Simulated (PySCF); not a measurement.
C2F3, SMILES F[C]=C(F)F (connectivity only; charge and spin as stated), charge +1, multiplicity 1. Atoms are numbered in the order given.

```xyz
5

F     -1.9483     0.1806     0.0000
C     -0.8821    -0.4292     0.0000
C      0.4605     0.0418     0.0000
F      1.1147     0.0388    -1.0801
F      1.1147     0.0388     1.0801
```
Charge +1, spin multiplicity 1.

Coordinates come from a B3LYP-D3(BJ)/def2-SVP optimisation. The spin state was assumed, not searched. The isomer is the one that the SMILES or the coordinates give; other isomers of the formula were not compared.

Two levels are set side by side: PBE/pcSseg-2 (PySCF) and PBE0/pcSseg-2 (PySCF). GIAO shifts against CFCl3 (¹⁹F), TMS (¹³C) at the same level; non-relativistic, no solvent, atoms listed together averaged. Differences are taken from unrounded values.

```json
[
 {"quantity": "δ(¹⁹F) of F1 (ppm)", "PBE0": "685.0", "PBE": "660.3", "PBE minus PBE0": "-24.7"},
 {"quantity": "δ(¹³C) of C2 (ppm)", "PBE0": "661.4", "PBE": "620.2", "PBE minus PBE0": "-41.2"},
 {"quantity": "δ(¹³C) of C3 (ppm)", "PBE0": "202.5", "PBE": "199.3", "PBE minus PBE0": "-3.1"},
 {"quantity": "δ(¹⁹F) of F4, F5 (ppm)", "PBE0": "-5.8", "PBE": "-8.0", "PBE minus PBE0": "-2.2"}
]
```

Rough cost on one machine, each run with all the roots and properties that it gave: PBE0 against PBE within a factor of 2.
